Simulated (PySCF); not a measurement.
H₂F₄Si₂ (SMILES F[SiH2][Si](F)(F)F), singlet, at a GFN2-xTB geometry, with bond 6-3 at 1.4 times its length; PySCF with CASSCF(2,3)/STO-3G.

PySCF was given this input:
```python
from pyscf import gto, scf, mcscf
import numpy

mol = gto.Mole()
mol.atom = '''
    Si    1.582403   -0.280249   -0.179374
    F     2.252277    1.018496    0.488628
    Si   -0.678437   -0.089361   -0.033007
    F    -1.342396    0.009973    1.408390
    F    -1.388014    1.103104   -0.809637
    F    -1.679080   -1.883368   -0.896725
    H     2.115156   -1.399248    0.590674
    H     2.071157   -0.273232   -1.554232
'''
mol.basis = 'sto-3g'
mol.charge = 0
mol.spin = 0
mol.verbose = 4
mol.build()

mf = scf.RHF(mol)
mf.kernel()
mc = mcscf.CASSCF(mf, 3, 2)
mc.fix_spin_(ss=0.0)
mc = mc.newton()
mc.kernel()
occ = numpy.linalg.eigvalsh(mc.fcisolver.make_rdm1(mc.ci, mc.ncas, mc.nelecas))[::-1]
ss = mc.fcisolver.spin_square(mc.ci, mc.ncas, mc.nelecas)[0]
print('natural occupations', occ.round(4), ' <S^2>', round(ss, 4))
```

Write the output that PySCF gives for this input, abridged.


```
PySCF version 2.14.0

[INPUT] verbose = 4
[INPUT] num. atoms = 8
[INPUT] num. electrons = 66
[INPUT] charge = 0
[INPUT] spin (= nelec alpha-beta = 2S) = 0
[INPUT] symmetry False subgroup None
[INPUT] Mole.unit = angstrom
[INPUT] Symbol           X                Y                Z      unit          X                Y                Z       unit  Magmom
[...]
nuclear repulsion = 382.323840540082
number of shells = 24
number of NR pGTOs = 120
number of NR cGTOs = 40
basis = sto-3g
ecp = {}

******** <class 'pyscf.scf.hf.RHF'> ********
method = RHF
initial guess = minao
damping factor = 0
level_shift factor = 0
DIIS = <class 'pyscf.scf.diis.CDIIS'>
diis_start_cycle = 1
diis_space = 8
diis_damp = 0
SCF conv_tol = 1e-09
SCF conv_tol_grad = None
SCF max_cycles = 50
direct_scf = True
direct_scf_tol = 1e-13
Set gradient conv threshold to 3.16228e-05
Initial guess from minao.
init E= -963.923693707134
[...]
cycle= 1 E= -964.168904771595  delta_E= -0.245  |g|= 0.67  |ddm|= 3.12
[...]
cycle= 2 E= -964.44247660088  delta_E= -0.274  |g|= 0.266  |ddm|= 1.96
[...]
cycle= 3 E= -964.475056173842  delta_E= -0.0326  |g|= 0.0505  |ddm|= 0.531
[...]
cycle= 4 E= -964.477306782541  delta_E= -0.00225  |g|= 0.0147  |ddm|= 0.155
[...]
cycle= 5 E= -964.477488837769  delta_E= -0.000182  |g|= 0.00305  |ddm|= 0.047
[...]
cycle= 6 E= -964.477497455793  delta_E= -8.62e-06  |g|= 0.000536  |ddm|= 0.0101
[...]
cycle= 7 E= -964.477497712799  delta_E= -2.57e-07  |g|= 0.000122  |ddm|= 0.00167
[...]
cycle= 8 E= -964.477497727329  delta_E= -1.45e-08  |g|= 4.35e-05  |ddm|= 0.000368
[...]
cycle= 9 E= -964.477497729798  delta_E= -2.47e-09  |g|= 1.66e-05  |ddm|= 0.000166
[...]
cycle= 10 E= -964.477497730313  delta_E= -5.16e-10  |g|= 7.43e-06  |ddm|= 8.05e-05
[...]
Extra cycle  E= -964.477497730386  delta_E= -7.32e-11  |g|= 5.17e-06  |ddm|= 2.03e-05
converged SCF energy = -964.477497730386

******** <class 'pyscf.mcscf.newton_casscf.CASSCF'> ********
CAS (1e+1e, 3o), ncore = 32, nvir = 5
max_cycle_macro = 50
max_cycle_micro = 10
conv_tol = 1e-07
conv_tol_grad = None
orbital rotation max_stepsize = 0.03
augmented hessian ah_max_cycle = 30
augmented hessian ah_conv_tol = 1e-12
augmented hessian ah_linear dependence = 1e-14
augmented hessian ah_level shift = 1e-08
augmented hessian ah_start_tol = 500
augmented hessian ah_start_cycle = 3
augmented hessian ah_grad_trust_region = 3
kf_trust_region = 3
kf_interval = 5
natorb = False
canonicalization = True
internal_rotation = False
******** <class 'pyscf.fci.addons.SpinPenaltyFCISolver'> ********
max. cycles = 50
conv_tol = 1e-08
davidson only = True
linear dependence = 1e-12
level shift = 0.001
max iter space = 12
nroots = 1
pspace_size = 400
spin = None

WARN: SO-CASSCF (Second order CASSCF) is an experimental feature. Its performance is bad for large systems.

CASCI E = -964.522513392909  dE = -964.52251  S^2 = 0.0000000
Set conv_tol_grad to 0.000316228
macro 1 (19 JK  14 micro), CASSCF E = -964.535910601525  dE = -0.0134  |grad|=0.0969  S^2 = 0.0000000
macro 2 (22 JK  17 micro), CASSCF E = -964.544922713707  dE = -0.009012  |grad|=0.0279  S^2 = 0.0000000
macro 3 (29 JK  21 micro), CASSCF E = -964.5459229654  dE = -0.001  |grad|=0.000577  S^2 = 0.0000000
macro 4 (28 JK  22 micro), CASSCF E = -964.545940245406  dE = -1.728e-05  |grad|=0.0024  S^2 = 0.0000000
macro 5 (15 JK  10 micro), CASSCF E = -964.545943804214  dE = -3.559e-06  |grad|=0.000144  S^2 = 0.0000000
macro 6 (8 JK  5 micro), CASSCF E = -964.54594382635  dE = -2.214e-08  |grad|=0.000142  S^2 = 0.0000000
newton CASSCF converged in 6 macro (20 KF 101 Hx) steps
CASSCF canonicalization
Density matrix diagonal elements [1.78420167 0.21223524 0.0035631 ]
CASSCF energy = -964.545943826350
CASCI E = -964.545943826350  E(CI) = -1.27039125323768  S^2 = 0.0000000
natural occupations [1.79 0.21 0.  ]  <S^2> 0.0
```
